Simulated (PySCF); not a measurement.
PySCF input for F₃Re, SMILES [F][Re]([F])[F] (connectivity only; charge and spin as stated), neutral, multiplicity 5, PBE-D3(BJ)/def2-TZVP. Geometry optimised at PBE-D3(BJ)/def2-TZVP. The spin state was assumed, not searched. The def2 effective core potentials stand for the cores of Re; spin–orbit coupling is left out.

```python
import numpy as np
from pyscf import gto, scf, dft, df
from pyscf.hessian import thermo

mol = gto.M(
    atom='''
    Re    0.00000000    0.00000000   -0.08134630
    F     0.00000000    1.27116075    1.32400319
    F     0.00000000    0.00000000   -1.97012059
    F     0.00000000   -1.27116075    1.32400319
    ''',
    basis='def2-TZVP',
    ecp={'Re': 'def2-tzvp'},
    charge=0,
    spin=4,
    max_memory=1600,
    verbose=3,
)
mf = dft.UKS(mol, xc='pbe').density_fit(auxbasis='def2-universal-jkfit')
mf.disp = 'd3bj'
mf.grids.level = 3
mf.conv_tol = 1e-11
mf.max_cycle = 100
mf.kernel()
fine, coarse = mf.grids, dft.Grids(mol).set(level=1).build(with_non0tab=True)
for _ in range(3):  # follow internal instabilities
    mf.grids = coarse
    mo, _, stable, _ = mf.stability(return_status=True, nroots=4)
    mf.grids = fine
    if stable:
        break
    mf.kernel(mf.make_rdm1(mo, mf.mo_occ))

# [left out here: the lines that compute and print the analytic Hessian (its translational invariance restored by hand, since the grid's response is missing), thermochemistry and intensities]
```

Log of the run:

```

WARN: HOMO -0.313340472132499 >= LUMO -0.358117610096022


WARN: HOMO -0.144238627059122 >= LUMO -0.150331183305303

converged SCF energy = -377.775817975495  <S^2> = 6.0088554  2S+1 = 5.0035409
<class 'pyscf.df.df_jk.DFUKS'> wavefunction is stable in the internal stability analysis

WARN: DFTD3 does not support analytical Hessian, using finite difference


WARN: Mole.unit (angstrom) is changed to Bohr

Mode                                 0                   1                   2
Irrep
Freq [cm^-1]                      117.8999            143.4980            266.2662
Reduced mass [au]                  21.5825             23.8768             19.9295
Force const [Dyne/A]                0.1768              0.2897              0.8325
Char temp [K]                     169.6317            206.4617            383.0977
Normal mode                   x     y     z       x     y     z       x     y     z
       0  Re                -0.00 -0.03  0.00    0.03 -0.00 -0.00    0.00  0.00  0.02
       1   F                 0.00  0.05 -0.08   -0.10 -0.00  0.00   -0.00  0.13 -0.09
       2   F                 0.00  0.17  0.00   -0.15  0.00 -0.00   -0.00 -0.00  0.02
       3   F                 0.00  0.05  0.08   -0.10  0.00  0.00   -0.00 -0.13 -0.09
Mode                                 3                   4                   5
Irrep
Freq [cm^-1]                      605.0949            638.3072            661.9896
Reduced mass [au]                  20.7960             19.9184             21.5288
Force const [Dyne/A]                4.4862              4.7815              5.5587
Char temp [K]                     870.5968            918.3819            952.4556
Normal mode                   x     y     z       x     y     z       x     y     z
       0  Re                 0.00  0.02 -0.00   -0.00  0.00  0.02   -0.00 -0.00 -0.03
       1   F                -0.00 -0.11 -0.11    0.00  0.03  0.03    0.00  0.10  0.11
       2   F                -0.00 -0.01  0.00    0.00 -0.00 -0.22    0.00 -0.00  0.03
       3   F                -0.00 -0.11  0.11    0.00 -0.03  0.03    0.00 -0.10  0.11
temperature 298.1500 [K]
pressure 101325.00 [Pa]
Rotational constants [GHz] 8.23131 3.57010 2.49009
Symmetry number 2
Zero-point energy (ZPE) 0.00554 [Eh]   14552.905 [J/mol]
                           tot       elec      trans        rot        vib
Entropy [J/mol/K]       329.579     13.382    177.264    102.553     36.381
Cv [J/mol/K]             60.322      0.000     12.472     12.472     35.378
Cp [J/mol/K]             68.636      0.000     20.786     12.472     35.378
Internal energy [J/mol]                      3718.434   3718.434  20449.301
Internal energy [Eh]   -377.76520  -377.77582
Enthalpy [J/mol]                             6197.391   3718.434  20449.301
Enthalpy [Eh]          -377.76425
Gibbs free energy [J/mol]                  -46653.857 -26857.633   9602.354
Gibbs free energy [Eh] -377.80168
mode   freq/cm-1   IR/(km/mol)
   1      117.90         2.441
   2      143.50         8.371
   3      266.27         1.599
   4      605.09        72.632
   5      638.31        58.518
   6      661.99       121.350
max |gradient| / (hartree/bohr): 0.0001408206367532528
APT charges: [ 1.5596 -0.5213 -0.517  -0.5213]
```

The run converged.
